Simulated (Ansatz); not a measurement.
Born–Oppenheimer molecular dynamics of CH11NOSi2 (16 atoms, charge 0, multiplicity 1). It starts from a rough guess of a transition structure, not a stationary point.

The calculation used UKS PBE0/STO-3G (Ansatz).

```
ensemble                      : NVE (velocity Verlet)
time step                     : 0.5 fs
steps asked                   : 150
starting velocities drawn for : 1000 K
seed                          : 485911
```

First frame:

```xyz
16
Properties=species:S:1:pos:R:3
Si -0.426 0.666 0.447
H 1.427 0.379 0.509
O -0.397 1.023 -1.129
Si 0.090 1.936 -2.366
H -0.199 1.774 1.365
H -1.854 0.345 0.621
H 1.300 -0.597 0.472
N 0.193 -1.361 0.516
C -0.111 -2.063 1.740
H 1.347 1.389 -2.875
H 0.271 3.308 -1.896
H -0.993 1.827 -3.340
H -0.096 -1.915 -0.284
H 0.238 -1.451 2.572
H 0.394 -3.033 1.781
H -1.185 -2.227 1.867
```

(1) How far do the bonds stretch over the last three quarters of this one trajectory? (Pairs bonded in most of those frames.)

## Answers

(1) 
```csv
bond,mean (Å),spread (Å),shortest,longest
Si1–H2,1.461,0.067,1.36,1.56
Si1–O3,1.758,0.122,1.57,1.93
Si1–H5,1.456,0.018,1.42,1.49
Si1–H6,1.449,0.012,1.42,1.47
O3–Si4,1.746,0.133,1.54,1.95
Si4–H10,1.464,0.038,1.40,1.53
Si4–H11,1.458,0.038,1.40,1.51
Si4–H12,1.458,0.024,1.42,1.50
H7–N8,1.062,0.040,0.99,1.16
N8–C9,1.509,0.062,1.39,1.60
N8–H13,1.068,0.075,0.95,1.20
C9–H14,1.104,0.029,1.05,1.16
C9–H15,1.111,0.052,1.02,1.19
C9–H16,1.108,0.025,1.07,1.15
```

Mean temperature of the second half: 1582 K. The conserved energy stayed within 0.47 meV per atom of its start (net change -0.15 meV per atom), so the integration is sound. The system heated up, since it started high on the potential surface and ran downhill. A run of 0.075 ps of so small a system gives no equilibrium averages. The orbitals stay closed-shell, which can raise the energy where a bond breaks towards radicals; this wasn't checked here. Limits of this set-up: minimal basis.

The run took 24 min on 1 thread of Arm Neoverse N1, on a shared host, peak memory 0.18 GiB.
